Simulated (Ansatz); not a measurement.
BH3N (SMILES B[NH]) moved off its minimum; all values from Ansatz (a quantum-chemistry and plane-wave program), cores frozen in correlated methods. Open shells are unrestricted.
(charge 0, multiplicity 2)
```xyz
5

B     -0.74986     0.17132    -0.02187
N      0.70850    -0.12609     0.00843
H     -1.58551    -0.66602    -0.03293
H     -1.01701     1.23022     0.12944
H      1.56502    -0.12202     0.03433
```

Task: Give the forces (eV/Å), the total energy and the dipole at CCSD(T)/aug-cc-pVTZ.

Result: 
| atom | Fx | Fy | Fz |
|---|---|---|---|
| B1 | 4.768 | -2.974 | 0.294 |
| N2 | -15.673 | 0.550 | -0.497 |
| H3 | 0.125 | -0.420 | -0.241 |
| H4 | -0.572 | 2.756 | 0.166 |
| H5 | 11.352 | 0.088 | 0.278 |
Energy -81.1575 hartree, dipole 0.90 D.
